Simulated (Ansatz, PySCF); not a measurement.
pentane (C₅H₁₂), SMILES C(CCC)C. Atoms are numbered in the order given.

```xyz
17

C      2.3725     0.5255     0.3217
C      0.9885    -0.0998     0.4909
C      0.0904     0.0893    -0.7347
C     -1.2863    -0.5778    -0.6329
C     -2.1887    -0.0053     0.4615
H      2.9065     0.0873    -0.5382
H      2.9992     0.3761     1.2152
H      2.2995     1.6114     0.1433
H      1.0919    -1.1807     0.6981
H      0.5009     0.3320     1.3818
H     -0.0421     1.1715    -0.9229
H      0.6155    -0.3074    -1.6222
H     -1.7977    -0.4835    -1.6066
H     -1.1508    -1.6624    -0.4681
H     -3.1825    -0.4803     0.4496
H     -1.7647    -0.1581     1.4666
H     -2.3363     1.0797     0.3268
```
Charge 0, spin multiplicity 1.

Coordinates come from a B3LYP-D3(BJ)/def2-SVP optimisation. Other conformers were not sampled.

Two levels are set side by side: PBE-D3(BJ)/def2-SVP (Ansatz, a first-principles code) and B3LYP-D3(BJ)/def2-SVP (Ansatz). Each level has its own optimised geometry; the coordinates shown are those of the second. Frequencies come from the Hessian of PySCF at each geometry. Differences are taken from unrounded values.

```tsv
quantity	B3LYP-D3(BJ)	PBE-D3(BJ)	PBE-D3(BJ) minus B3LYP-D3(BJ)
mean bond length (Å)	1.210	1.217	0.006
bond C1–C2 (Å)	1.528	1.529	0.001
bond C2–C3 (Å)	1.531	1.533	0.002
bond C3–C4 (Å)	1.533	1.535	0.002
bond C4–C5 (Å)	1.530	1.531	0.001
bond C1–H6 (Å)	1.103	1.110	0.007
bond C1–H7 (Å)	1.102	1.109	0.007
bond C1–H8 (Å)	1.103	1.110	0.007
bond C2–H9 (Å)	1.105	1.113	0.008
bond C2–H10 (Å)	1.104	1.112	0.008
bond C3–H11 (Å)	1.106	1.114	0.008
bond C3–H12 (Å)	1.105	1.113	0.008
bond C4–H13 (Å)	1.104	1.112	0.008
bond C4–H14 (Å)	1.105	1.113	0.008
bond C5–H15 (Å)	1.102	1.109	0.007
bond C5–H16 (Å)	1.102	1.109	0.008
bond C5–H17 (Å)	1.103	1.111	0.007
highest harmonic wavenumber (cm⁻¹)	3110	3058	-52
mean harmonic wavenumber (cm⁻¹)	1559	1520	-39
zero-point energy (kcal/mol)	100.31	97.80	-2.50
```

GGA bonds tend to be longer and softer than those of functionals with exact exchange. Differences between two approximate levels are no errors against the true value.
